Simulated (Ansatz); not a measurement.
Geometry optimisation, RKS B3LYP-D4/6-31G* (Ansatz 0.2.0).

Input:

```yaml
crystal:
  periodic: [false, false, false]
  atoms:
    - { symbol: C, position_ang: [-0.8114, -0.2987, -2.128] }
    - { symbol: B, position_ang: [0.3062, 0.5326, -1.416] }
    - { symbol: Si, position_ang: [0.7714, 0.0933, 0.3976] }
    - { symbol: Si, position_ang: [1.5661, -2.0197, 0.4721] }
    - { symbol: "N", position_ang: [-0.603, 0.28, 1.4959] }
    - { symbol: C, position_ang: [-0.9644, 1.7149, 1.6202] }
    - { symbol: H, position_ang: [-0.5775, -1.3299, -2.1879] }
    - { symbol: H, position_ang: [-1.7648, -0.1075, -1.5772] }
    - { symbol: H, position_ang: [-0.9905, 0.1587, -3.1254] }
    - { symbol: H, position_ang: [0.8801, 1.4051, -1.956] }
    - { symbol: H, position_ang: [1.8927, 0.9659, 0.8707] }
    - { symbol: H, position_ang: [2.6642, -2.1879, -0.4047] }
    - { symbol: H, position_ang: [1.8309, -2.3506, 1.8351] }
    - { symbol: H, position_ang: [0.3707, -2.8948, 0.0528] }
    - { symbol: H, position_ang: [-1.412, -0.2336, 1.083] }
    - { symbol: H, position_ang: [-0.12742, 2.31463, 2.00848] }
    - { symbol: H, position_ang: [-1.85096, 1.85076, 2.30329] }
    - { symbol: H, position_ang: [-1.24742, 2.11951, 0.60506] }
basis:
  gaussian: { orbitals: "6-31G*" }
hamiltonian:
  xc: b3lyp
  dispersion: d4
relax:
  f_tol: 0.015
  max_steps: 40
```

Command:

```bash
$ ansatz run input.yaml --threads 2 --pin off --max-ram 3072MiB --backend cpu --events-out ev --progress --plain --runs-dir out
```

Q: Where does it end, and by what steps?

A: The run converged. After 25 steps the energy has fallen by 0.754 eV; H10 moved furthest, 1.30 Å.

```json
{"step": "0", "energy less start (eV)": "0.0000", "largest force component (eV/Å)": "2.848", "accepted": "yes"}
{"step": "1", "energy less start (eV)": "-0.5440", "largest force component (eV/Å)": "0.816", "accepted": "yes"}
{"step": "2", "energy less start (eV)": "-0.6318", "largest force component (eV/Å)": "0.444", "accepted": "yes"}
{"step": "3", "energy less start (eV)": "-0.6653", "largest force component (eV/Å)": "0.370", "accepted": "yes"}
{"step": "4", "energy less start (eV)": "-0.6842", "largest force component (eV/Å)": "0.256", "accepted": "yes"}
{"step": "5", "energy less start (eV)": "-0.6936", "largest force component (eV/Å)": "0.323", "accepted": "yes"}
{"step": "6", "energy less start (eV)": "-0.6895", "largest force component (eV/Å)": "0.520", "accepted": "no"}
{"step": "7", "energy less start (eV)": "-0.7069", "largest force component (eV/Å)": "0.138", "accepted": "yes"}
{"step": "8", "energy less start (eV)": "-0.7151", "largest force component (eV/Å)": "0.057", "accepted": "yes"}
{"step": "9", "energy less start (eV)": "-0.7231", "largest force component (eV/Å)": "0.117", "accepted": "yes"}
{"step": "10", "energy less start (eV)": "-0.7281", "largest force component (eV/Å)": "0.295", "accepted": "yes"}
{"step": "11", "energy less start (eV)": "-0.7348", "largest force component (eV/Å)": "0.183", "accepted": "yes"}
{"step": "12", "energy less start (eV)": "-0.7344", "largest force component (eV/Å)": "0.306", "accepted": "no"}
{"step": "13", "energy less start (eV)": "-0.7382", "largest force component (eV/Å)": "0.110", "accepted": "yes"}
{"step": "14", "energy less start (eV)": "-0.7431", "largest force component (eV/Å)": "0.073", "accepted": "yes"}
{"step": "15", "energy less start (eV)": "-0.7440", "largest force component (eV/Å)": "0.386", "accepted": "yes"}
{"step": "16", "energy less start (eV)": "-0.7462", "largest force component (eV/Å)": "0.127", "accepted": "yes"}
{"step": "17", "energy less start (eV)": "-0.6433", "largest force component (eV/Å)": "0.508", "accepted": "no"}
{"step": "18", "energy less start (eV)": "-0.7475", "largest force component (eV/Å)": "0.285", "accepted": "yes"}
{"step": "19", "energy less start (eV)": "-0.7501", "largest force component (eV/Å)": "0.232", "accepted": "yes"}
{"step": "20", "energy less start (eV)": "-0.7533", "largest force component (eV/Å)": "0.036", "accepted": "yes"}
{"step": "21", "energy less start (eV)": "-0.7534", "largest force component (eV/Å)": "0.020", "accepted": "yes"}
{"step": "22", "energy less start (eV)": "-0.7537", "largest force component (eV/Å)": "0.017", "accepted": "yes"}
{"step": "23", "energy less start (eV)": "-0.7537", "largest force component (eV/Å)": "0.045", "accepted": "yes"}
{"step": "24", "energy less start (eV)": "-0.7539", "largest force component (eV/Å)": "0.026", "accepted": "yes"}
{"step": "25", "energy less start (eV)": "-0.7540", "largest force component (eV/Å)": "0.010", "accepted": "yes"}
```

```xyz
18
Properties=species:S:1:pos:R:3
C -0.960 0.200 -2.306
B 0.464 0.267 -1.659
Si 0.810 0.110 0.323
Si 1.663 -2.055 0.716
N -0.531 0.311 1.432
C -1.180 1.604 1.629
H -1.050 -0.812 -2.741
H -1.804 0.333 -1.621
H -1.073 0.883 -3.159
H 1.412 0.310 -2.398
H 1.855 1.097 0.740
H 2.710 -2.414 -0.283
H 2.251 -2.183 2.078
H 0.569 -3.064 0.599
H -1.181 -0.465 1.503
H -0.412 2.381 1.718
H -1.753 1.609 2.565
H -1.859 1.900 0.813
```

The run took 120 s on 2 threads of Arm Neoverse V2, with other jobs on the host, peak memory 0.33 GiB.
